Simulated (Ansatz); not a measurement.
Geometry optimisation, RKS revPBE-D4/def2-SVP in Ansatz 0.2.0.

Input file:

```yaml
crystal:
  periodic: [false, false, false]
  atoms:
    - { symbol: B, position_ang: [0.0, 0.0, 0.0] }
    - { symbol: O, position_ang: [0.0, 0.0, 1.76] }
    - { symbol: H, position_ang: [-0.9095, -0.2814, 2.0971] }
    - { symbol: C, position_ang: [1.3856, 0.0, -0.8] }
    - { symbol: H, position_ang: [1.7152, -1.0462, -0.9702] }
    - { symbol: H, position_ang: [1.2491, 0.508, -1.7774] }
    - { symbol: H, position_ang: [2.1552, 0.5381, -0.2082] }
    - { symbol: C, position_ang: [-1.3856, 0.0, -0.8] }
    - { symbol: H, position_ang: [-1.9458, -0.9305, -0.5708] }
    - { symbol: H, position_ang: [-1.9898, 0.8797, -0.4946] }
    - { symbol: H, position_ang: [-1.1839, 0.0508, -1.8903] }
    - { symbol: Br, position_ang: [0.1049, 2.2181, 0.7379] }
    - { symbol: H, position_ang: [0.0529, 1.119, 1.7348] }
basis:
  gaussian: { orbitals: def2-SVP }
hamiltonian:
  xc: revpbe
  dispersion: d4
relax:
  f_tol: 0.15
  max_steps: 25
  restrain:
    - { distance: [0, 11], at: 2.04, k: 30.0 }
    - { distance: [12, 1], at: 1.01, k: 30.0 }
    - { distance: [0, 1], at: 2.61, k: 30.0 }
    - { distance: [12, 11], at: 2.75, k: 30.0 }
```

Run as:

```bash
$ ansatz run input.yaml --threads 4 --pin off --max-ram 5120MiB --backend cpu --events-out ev --progress --plain --runs-dir out
```

Q: Where does it end, and by what steps?

A: It converged. The restraints hold the end off the free minimum; the threshold counts their pulls, which the force column leaves out. Restrained pairs: B1–Br12 (2.34 → 2.03 Å), O2–H13 (1.12 → 0.99 Å), B1–O2 (1.76 → 2.60 Å), Br12–H13 (1.48 → 2.75 Å). After 9 steps the energy has fallen by 1.760 eV (the restraints' own energy left out); B1 moved furthest, 0.79 Å.

```json
{"step": "0", "energy less start (eV)": "0.0000", "largest force component (eV/Å)": "5.288", "accepted": "yes"}
{"step": "1", "energy less start (eV)": "-0.9176", "largest force component (eV/Å)": "2.429", "accepted": "yes"}
{"step": "2", "energy less start (eV)": "-1.0988", "largest force component (eV/Å)": "2.124", "accepted": "yes"}
{"step": "3", "energy less start (eV)": "-1.2392", "largest force component (eV/Å)": "1.050", "accepted": "yes"}
{"step": "4", "energy less start (eV)": "-1.4480", "largest force component (eV/Å)": "1.712", "accepted": "yes"}
{"step": "5", "energy less start (eV)": "-1.6897", "largest force component (eV/Å)": "1.090", "accepted": "yes"}
{"step": "6", "energy less start (eV)": "-1.7316", "largest force component (eV/Å)": "0.649", "accepted": "yes"}
{"step": "7", "energy less start (eV)": "-1.7505", "largest force component (eV/Å)": "0.642", "accepted": "yes"}
{"step": "8", "energy less start (eV)": "-1.7329", "largest force component (eV/Å)": "1.228", "accepted": "no"}
{"step": "9", "energy less start (eV)": "-1.7601", "largest force component (eV/Å)": "0.640", "accepted": "yes"}
```

```xyz
13
Properties=species:S:1:pos:R:3
B 0.009 0.655 -0.442
O -0.005 -0.184 2.019
H -0.974 -0.234 2.138
C 1.400 0.016 -0.788
H 1.352 -1.090 -0.830
H 1.696 0.376 -1.801
H 2.208 0.323 -0.097
C -1.399 0.068 -0.824
H -1.433 -1.034 -0.693
H -2.254 0.537 -0.299
H -1.549 0.258 -1.914
Br 0.028 2.592 0.146
H 0.170 0.775 2.203
```

Time of the run: 6.3 s on 4 threads of AMD EPYC 9R45 96-Core Processor (Zen 5), with other jobs on the host, peak memory 0.2 GiB.
